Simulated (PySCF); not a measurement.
C₆H₆OSi.
Atom-mapped SMILES: `[CH:1]#[C:2][C@H:3]1[C:4](=[CH2:5])[SiH2:6][C:7]1=[O:8]`

Cartesian coordinates in Å at the GFN2-xTB level; atoms count from 1:
```xyz
14
C6H6OSi angstrom
C      2.6642    0.8857   -0.1015
C      1.6960    0.4140    0.4223
C      0.5065   -0.1793    0.9774
C     -0.7976    0.3863    0.4207
C     -1.1725    1.6530    0.4327
Si    -1.4572   -1.2642   -0.2456
C      0.2859   -1.6390    0.5231
O      1.0207   -2.5764    0.6522
H      3.5223    1.3067   -0.5327
H      0.5512   -0.1290    2.0712
H     -0.5596    2.4302    0.8654
H     -2.1093    1.9699    0.0047
H     -1.5641   -1.3983   -1.6937
H     -2.5873   -1.8600    0.4617
```

Definitions: NICS(0) = −σiso at the ring centroid; NICS(1) = −σiso and NICS(1)zz = −σzz at ±1 Å along the ring normal z. Level: GIAO PBE0/pcSseg-1 (PySCF, non-relativistic, gas phase) on the GFN2-xTB geometry, one conformer.

Ring bond lengths (Å), with Mayer bond orders in brackets: C3–C4 1.527 (0.96), C4–Si6 1.898 (0.89), Si6–C7 1.942 (0.84), C7–C3 1.545 (0.85).

Problem. What do the NICS probes read (ppm)?

Solution. 
```
        ring                                              type  NICS(0)  NICS(1), two faces  NICS(1)zz, two faces  rms pucker (Å)  centre to ring atoms, mean (Å)
C3–C4–Si6–C7  4-membered ring with Si; formal bonds all single     13.7          0.2 / -0.1             3.4 / 1.5            0.01                            1.22
```

Problem. What can be read from them?

Solution. 
- C3–C4–Si6–C7: mean NICS(1)zz 2.4 ppm, near zero. C3, Si6 have four or more neighbours, so the value isn't read as a sign of a π ring current. NICS(0) lies 14 ppm above the mean NICS(1).

Problem. At the first NICS(1) probe listed for ring C3–C4–Si6–C7, 1 Å off the ring, what do the in-plane components average?

Solution. The isotropic value is a third of the trace: (3 × 0.2 − (3.4))/2 = -1.4 ppm.

Problem. List the ring angles and the Hirshfeld charges of the ring atoms.

Solution. 
- C3–C4–Si6–C7: C3 96.9° (-0.033 e), C4 95.9° (-0.090 e), Si6 73.6° (+0.340 e), C7 93.6° (+0.089 e); sum 360.0° against 360° for a flat convex ring.

Problem. What are the shieldings of the ring atoms and their hydrogens in the same run (means over atoms taken as equivalent)?

Solution. 
| atoms | environment | σ isotropic (ppm) | principal values of the symmetric part, first atom (ppm) |
| --- | --- | --- | --- |
| C3 | sp3 carbon next to a carbonyl | 118.5 | 87.4, 123.0, 145.1 |
| C4 | fully substituted alkene carbon | 37.2 | -67.6, 21.8, 157.5 |
| Si6 | SiH2 silicon | 379.7 | 278.6, 357.6, 503.0 |
| C7 | carbonyl carbon | -52.0 | -140.2, -93.8, 77.9 |
| H10 | methine hydrogen | 27.31 | 24.6, 27.7, 29.7 |
| H13 | Si–H hydrogen | 26.25 | 23.6, 24.8, 30.4 |
| H14 | Si–H hydrogen | 26.36 | 23.5, 25.0, 30.6 |
